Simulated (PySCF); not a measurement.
Computed IR spectrum (relative IR intensity) of a molecule CH6F2OSi2. The structure is a stationary point at PBE-D3(BJ)/def2-SVP. Other conformers were not sampled. Level of theory: PBE-D3(BJ)/def2-SVP (PySCF). Frequencies are harmonic and unscaled.

```json
[
 {"ν (cm⁻¹)": "296", "relative intensity": "3.7"},
 {"ν (cm⁻¹)": "312", "relative intensity": "2.7"},
 {"ν (cm⁻¹)": "366", "relative intensity": "13"},
 {"ν (cm⁻¹)": "699", "relative intensity": "9.8"},
 {"ν (cm⁻¹)": "711", "relative intensity": "9.6"},
 {"ν (cm⁻¹)": "715", "relative intensity": "2.4"},
 {"ν (cm⁻¹)": "794", "relative intensity": "21"},
 {"ν (cm⁻¹)": "885", "relative intensity": "29"},
 {"ν (cm⁻¹)": "913", "relative intensity": "7.9"},
 {"ν (cm⁻¹)": "918", "relative intensity": "19"},
 {"ν (cm⁻¹)": "937", "relative intensity": "44"},
 {"ν (cm⁻¹)": "953", "relative intensity": "100"},
 {"ν (cm⁻¹)": "1074", "relative intensity": "96"},
 {"ν (cm⁻¹)": "1236", "relative intensity": "12"},
 {"ν (cm⁻¹)": "2173", "relative intensity": "16"},
 {"ν (cm⁻¹)": "2181", "relative intensity": "27"},
 {"ν (cm⁻¹)": "2194", "relative intensity": "25"}
]
```

Problem. Identify the compound among the candidates.
A) F[SiH2]CO[SiH2]F
B) F[SiH](F)CO[SiH3]
C) C[Si](F)(F)[SiH2]O
D) C[Si](F)(F)O[SiH3]

Solution. D, C[Si](F)(F)O[SiH3]
